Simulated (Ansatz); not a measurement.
Basis-set extrapolation for CH$_{5}$ClOSSi (`O[SiH](S)CCl`) (PBE0-D4/def2-TZVP geometry, frozen core, the Gaussian-basis code of Ansatz). Multiplicity 1, RHF reference.

```csv
,def2-TZVPP,def2-QZVPP
HF,-1261.784227,-1261.822947
MP2 correlation,-0.901465,-0.978058
CCSD(T) correlation,-0.995758,not run
```

Energies in hartree. Use E(X) = E(∞) + A·exp(−7.88·√X) for Hartree–Fock and E(X) = E(∞) + B·X^(−2.97) for correlation, with X = 3 and 4, and add CCSD(T) minus MP2 of the smaller set to the MP2 limit.

Question: What is the CCSD(T) energy at the basis-set limit?

Answer: HF limit: -1261.822947 + (-0.038720) × 0.13774 = -1261.82828. MP2 limit: -0.978058 + (-0.076593) × 0.74074 = -1.03479. Higher-order term: -0.995758 − (-0.901465) = -0.09429. Total: -1262.95736 hartree, 4.83 eV below CCSD(T)/def2-TZVPP.
